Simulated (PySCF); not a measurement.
# What a mistake does to a calculation on CH4NOSi

These are calculations, not measurements. They come from PySCF 2.14.0, an open-source quantum chemistry program, on an isolated molecule that a program drew, which may never have been made. The molecule is CH4NOSi (charge 0, doublet), drawn as the SMILES string `[CH2]N=[SiH]O`.

Each row is a Hartree-Fock (HF) and frozen-core CCSD(T) single point in the cc-pV(D+d)Z basis, meant for a local HF minimum. Run 1 is clean. Each other run has one planted mistake out of seven kinds, and not every kind appears here: one electron removed, one electron added, multiplicity raised by two, geometry at a saddle point, minimal basis STO-3G, one bond length entered in bohr, all coordinates scaled. The reference is restricted for singlets and unrestricted otherwise, and also for a bond in bohr. Adding or removing an electron swaps singlet and doublet. Electrons count all cores. HOMO and LUMO are orbital energies over both spins, the gradient is its largest component, and the lowest frequency (negative if imaginary) is given only where the gradient is small. Bond lengths are over the 7 bonds as drawn. T1 is the CCSD diagnostic: over 0.02 (restricted) or 0.045 (unrestricted) a single reference is doubtful.

Geometry of the clean run:
```xyz
8
CH4NOSi, angstrom
C    -1.8901    0.3889    1.3375
N    -1.3570   -0.4242    2.1411
Si   -2.0090   -1.9529    2.6399
O    -0.7844   -3.0222    2.8987
H    -2.8145    0.1921    0.7813
H    -1.4326    1.3624    1.1508
H    -2.9046   -2.5765    1.6349
H    -0.0128   -2.7119    3.3499
```

```
run,electrons,basis functions,<S^2>,HOMO (eV),LUMO (eV),gradient (hartree/bohr),lowest frequency (cm^-1),mean bond (Å),longest bond (Å),T1,HF (hartree),CCSD(T) (hartree),mistake
1,39,85,0.833,-8.59,2.09,3.0e-05,104,1.3230,1.735,0.0250,-458.45109,-459.05850,no fault
2,39,85,1.304,-8.59,1.44,3.2e-02,-,1.5322,3.111,0.0495,-458.32486,-458.90683,one bond length entered in bohr
3,39,85,3.773,-6.86,1.16,1.2e-01,-,1.3230,1.735,0.0213,-458.34294,-458.91648,multiplicity raised by two
4,39,28,1.000,-6.20,5.84,3.9e-02,-,1.3230,1.735,0.0417,-452.85201,-453.07345,?
```

**Which mistake was planted in run 4, and what did it cost?**

It has 28 basis functions where the clean run has 85, with the same electrons and geometry. So the mistake is: minimal basis STO-3G. Subtracting run 1 and multiplying by 627.51 kcal/mol a hartree, the energy moved by 3513.5 kcal/mol in HF and 3755.7 kcal/mol in CCSD(T).

Cautions from the logs. Run 2: T1 is over the limit, so its CCSD(T) energy is less reliable.
